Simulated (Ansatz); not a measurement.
Mulliken charges of Cl₂H₃N₂Nb, SMILES `[NH]=[Nb]([NH2])([Cl])[Cl]` from ωB97M-V/def2-TZVPP in Ansatz (PBE0-D4/def2-TZVP geometry).

```json
{"atom": "N1", "x (Å)": "-0.859", "y (Å)": "1.142", "z (Å)": "0.844", "charge (e)": "-0.567"}
{"atom": "Nb2", "x (Å)": "-0.183", "y (Å)": "0.282", "z (Å)": "-0.498", "charge (e)": "1.223"}
{"atom": "N3", "x (Å)": "0.824", "y (Å)": "-1.136", "z (Å)": "0.366", "charge (e)": "-0.472"}
{"atom": "Cl4", "x (Å)": "-1.869", "y (Å)": "-0.603", "z (Å)": "-1.806", "charge (e)": "-0.306"}
{"atom": "Cl5", "x (Å)": "1.229", "y (Å)": "1.663", "z (Å)": "-1.697", "charge (e)": "-0.306"}
{"atom": "H6", "x (Å)": "-1.306", "y (Å)": "1.720", "z (Å)": "1.540", "charge (e)": "0.140"}
{"atom": "H7", "x (Å)": "0.909", "y (Å)": "-1.300", "z (Å)": "1.357", "charge (e)": "0.152"}
{"atom": "H8", "x (Å)": "1.347", "y (Å)": "-1.825", "z (Å)": "-0.162", "charge (e)": "0.137"}
```

Q: By hand: the dipole of these point charges (1 e Å = 4.8032 D).

A: Σ q r = (0.210, -0.298, 0.211) e Å, of length 0.421 e Å = 2.02 D.

Q: How does the dipole of the full density compare? (An estimate is asked.)

A: Computed: (0.191, -0.287, 0.533) e Å, 3.05 D; the point charges give 0.66 times that, at 27° from its direction.

Point charges leave out the atoms' own dipoles, such as those of lone pairs, and Mulliken's split depends on the basis, so the two needn't agree.
